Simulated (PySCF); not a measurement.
WOCl3, SMILES [O]=[W]([Cl])([Cl])[Cl] (connectivity only; charge and spin as stated), neutral, multiplicity 2.

Geometry optimised at PBE0-D3(BJ)/def2-SVP. The multiplicity is an assumed one; other spin states were not compared. The isomer is the one that the SMILES or the coordinates give; other isomers of the formula were not compared. The def2 effective core potentials stand for the cores of W; spin–orbit coupling is left out.

Level of theory: TDA-B3LYP/def2-SVPD (PySCF).

Vertical excitations. The molecule is in vacuum.

Computed lowest excited states:
```
state    energy (eV)  λ (nm)      f                                                                        main pairs
-------  -----------  ------  -----  --------------------------------------------------------------------------------
root 1          0.62    2014  0.001                                                                  α HOMO→LUMO 99 %
root 2          2.18     570  0.000                                                                α HOMO→LUMO+1 99 %
root 3          2.37     524  0.001                                                                α HOMO→LUMO+2 95 %
root 4          2.83     438  0.004                                                                α HOMO→LUMO+3 95 %
root 5          4.13     300  0.000                                              α HOMO−1→LUMO 62 %, β HOMO→LUMO 34 %
root 6          4.23     293  0.001      α HOMO−2→LUMO 48 %, α HOMO−1→LUMO 18 %, β HOMO→LUMO 19 %, β HOMO−1→LUMO 14 %
root 7          4.33     286  0.008                                            α HOMO−3→LUMO 35 %, β HOMO→LUMO+1 62 %
root 8          4.36     284  0.004      α HOMO−2→LUMO 18 %, α HOMO−1→LUMO 18 %, β HOMO→LUMO 43 %, β HOMO−1→LUMO 18 %
root 9          4.46     278  0.007  α HOMO−3→LUMO 40 %, β HOMO−2→LUMO 22 %, β HOMO→LUMO+1 20 %, β HOMO−1→LUMO+1 14 %
root 10         4.63     268  0.005                                                              β HOMO−1→LUMO+1 83 %
```
Unrestricted roots are not spin-pure.
